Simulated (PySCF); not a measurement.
Working out the ionisation energy of Te²⁺

Te²⁺ [Kr] 4d10 5s2 5p2 (3P) → Te³⁺ [Kr] 4d10 5s2 5p1 (2P). Computed with PySCF 2.14 in x2c-TZVPPall with one added diffuse shell each of s, p, d, f type (9s7p5d3f, 76 functions), with the spin-free X2C one-electron Hamiltonian (Gaussian nucleus). Frozen: [Ar] 3d10. Energies in hartree (1 hartree = 27.21139 eV):

| part | Te²⁺ (lower) | Te³⁺ (upper) |
| --- | --- | --- |
| UHF | -6789.896092 | -6788.905985 |
| CCSD correlation | -0.473129 | -0.455869 |
| (T) | -0.007297 | -0.006573 |

Question: What does Hartree-Fock give?

Answer: (-6788.905985) − (-6789.896092) = 0.990107 hartree = 26.942 eV.

Question: What do CCSD and CCSD(T) give?

Answer: The CCSD correlation energies differ by 0.017260 hartree = 0.470 eV and the triples by 0.000724 hartree = 0.020 eV, so CCSD gives 27.412 eV and CCSD(T) 27.432 eV.

Reference: 27.84 ± 0.04 eV (measured; NIST Atomic Spectra Database, ionization energies), between the lowest levels; spin-orbit coupling is absent from the calculation.

What remains against the reference includes basis incompleteness, the frozen core and higher excitations.
